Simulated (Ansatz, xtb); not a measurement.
# AlClH5NSi: 5 structures ranked

5 gas-phase structures of AlClH5NSi, found in a search over its isomers (lower ones may exist). Each was relaxed with GFN2-xTB; where two conformers were screened, the lower at r2SCAN-D4/def2-SVP is listed:

A. a singlet given by its coordinates
B. `[SiH2]=[NH+][AlH2-][Cl]`, a singlet
C. a singlet given by its coordinates
D. `[AlH2][NH][SiH2]Cl`, a singlet
E. `[SiH3][NH][AlH][Cl]`, a singlet

A (Å):

```yaml
atoms:
  - { symbol: Al, position_ang: [0.1048, 1.1245, 1.7656] }
  - { symbol: Cl, position_ang: [2.0645, 0.6380, 1.5642] }
  - { symbol: N, position_ang: [-1.1236, -0.3243, 2.2866] }
  - { symbol: Si, position_ang: [-1.6915, 0.2207, 0.4455] }
  - { symbol: H, position_ang: [-3.1250, 0.4604, 0.7324] }
  - { symbol: H, position_ang: [-1.8032, -1.1245, -0.1725] }
  - { symbol: H, position_ang: [-1.8632, -0.2069, 2.9717] }
  - { symbol: H, position_ang: [-0.8543, -1.3030, 2.3369] }
  - { symbol: H, position_ang: [-0.1797, 2.3961, 2.5926] }
```

Close contacts (Å): Al1–Cl2 2.03, Al1–N3 1.97, Al1–Si4 2.41, N3–Si4 2.00, Al1–H9 1.54, N3–H7 1.01, N3–H8 1.02, Si4–H5 1.48, Si4–H6 1.48.

C (Å):

```xyz
9

Al   -2.6767    0.1459   -0.0278
Cl   -1.8152    1.1428   -1.8459
N    -1.0501   -0.8170   -0.0425
Si   -0.2078   -0.1860   -1.3764
H    -2.7709    1.2527    1.0489
H    -3.9147   -0.6392   -0.5220
H    -0.6297   -1.5406    0.5210
H     0.9303    0.6998   -1.1548
H    -0.0533   -1.0026   -2.5743
```

Close contacts (Å): Al1–Cl2 2.25, Al1–N3 1.89, Cl2–Si4 2.14, N3–Si4 1.70, Al1–H5 1.55, Al1–H6 1.55, N3–H7 1.01, Si4–H8 1.46, Si4–H9 1.46.

Question: Make a reasoned guess at their ranking by r2SCAN-D4/def2-SVP single-point energy.

Answer: Calculated order at r2SCAN-D4/def2-SVP: E (0.0), D (17.0), A (18.9), C (21.6), B (41.6) kcal/mol.

Energies above the lowest of each column, in kcal/mol; the last columns are at PBE0-D3(BJ)/def2-SVP geometries and were run for some of them only (a dash: not run or not comparable):

```tsv
structure	GFN2-xTB	HF/STO-3G	r2SCAN-D4/def2-SVP	PBE0-D3(BJ)/def2-SVP	CCSD(T)/def2-SVP + ΔMP2/def2-TZVPP
E	0.0	0.0	0.0	0.0	0.0
D	17.5	27.3	17.0	14.9	14.2
A	23.6	24.5	18.9	15.3	–
C	1.2	33.3	21.6	–	–
B	11.9	58.4	41.6	–	–
```

Every level run on E puts it lowest or level with the lowest. Some further structures that were screened fall inside this span and aren't listed. Flexible structures stand in one conformer each, not always the lowest. Frequencies (PBE0-D3(BJ)/def2-SVP) were run for D, E alone. ΔMP2 is the change of the MP2 energy from the smaller to the larger basis.

Over these structures GFN2-xTB departs from r2SCAN-D4/def2-SVP by 12.9 kcal/mol on average once a common shift is removed. A GFN2-xTB relaxation took about 0.19 s and the r2SCAN-D4/def2-SVP energy about 2.9 s on a shared host (Ansatz 0.2.0, xtb 6.7.1).
